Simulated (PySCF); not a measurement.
Isomers of C6H7BN2 side by side.

PySCF, wB97X-D/def2-SVPD, density fitting, gas phase; each molecule at its own PBE0-D3(BJ)/def2-SVP geometry, one conformer. Singlet excitations by full TDDFT with frozen cores, triplets by Tamm–Dancoff TDDFT and ionisation energies by ΔSCF, from the lowest of the holes tried. 

Torsions of the conformers computed, which needn't be the lowest (atom-mapped SMILES):
- `[N:1]#[C:2][BH2-:3][n+:4]1[cH:5][cH:6][cH:7][cH:8][cH:9]1`: C2–B3–N4–C5 2°
- `[CH2:1]=[CH:2][C:3]#[C:4][B:5]([C:6]#[N:7])[NH:8][CH3:9]`: C4–B5–N8–C9 0°

The conformers of `C#CC#C[C@H]1CNBN1` aren't listed.

Reference: `C#CC#C[C@H]1CNBN1`, with HOMO energy -8.37 eV, LUMO energy 0.96 eV, lowest singlet excitation 4.66 eV, lowest triplet excitation 3.84 eV, mean polarisability 103.5 au and vertical ionisation energy 8.45 eV.

Changes against it:

```tsv
molecule	Δ electronic energy (kcal/mol)	Δ HOMO energy (eV)	Δ LUMO energy (eV)	Δ lowest singlet excitation (eV)	Δ lowest triplet excitation (eV)	Δ mean polarisability (au)	Δ vertical ionisation energy (eV)
C#C[B@@H-](C)[N+]#CCC#N	+33.7	-0.37	-0.89	+0.31	+0.99	-4.1	+0.53
C=CC#CB(C#N)NC	-19.9	-0.75	-1.44	-0.15	-0.70	+3.0	+0.78
```

Rows whose labels were lost:

| row | Δ electronic energy (kcal/mol) | Δ HOMO energy (eV) | Δ LUMO energy (eV) | Δ lowest singlet excitation (eV) | Δ lowest triplet excitation (eV) | Δ mean polarisability (au) | Δ vertical ionisation energy (eV) |
| --- | --- | --- | --- | --- | --- | --- | --- |
| P | -45.9 | -1.27 | -1.71 | +0.51 | +0.26 | -9.0 | +1.48 |
| Q | +34.2 | +0.12 | -0.81 | +0.03 | +0.71 | -1.0 | +0.02 |

Problem. Which row belongs to which of `N#C[BH2-][n+]1ccccc1` and `CC#C[BH2-][N+]#CCC#N`?

Solution. P = `N#C[BH2-][n+]1ccccc1` and Q = `CC#C[BH2-][N+]#CCC#N`. P and Q are told apart most clearly by the electronic energy (-45.9 against +34.2 kcal/mol).

Problem. Which row has the smallest HOMO–LUMO gap and which the largest, and does the HOMO or the LUMO shift more there?

Solution. Smallest, counted from the reference: Q, -0.93 eV (HOMO +0.12, LUMO -0.81), the larger shift being that of the LUMO. Largest: P, -0.44 eV (HOMO -1.27, LUMO -1.71), the larger shift being that of the LUMO. The gap of the reference itself lies above all of them.

wB97X-D is run here without its empirical dispersion term; that term would change no orbital, density or response property at a fixed geometry.
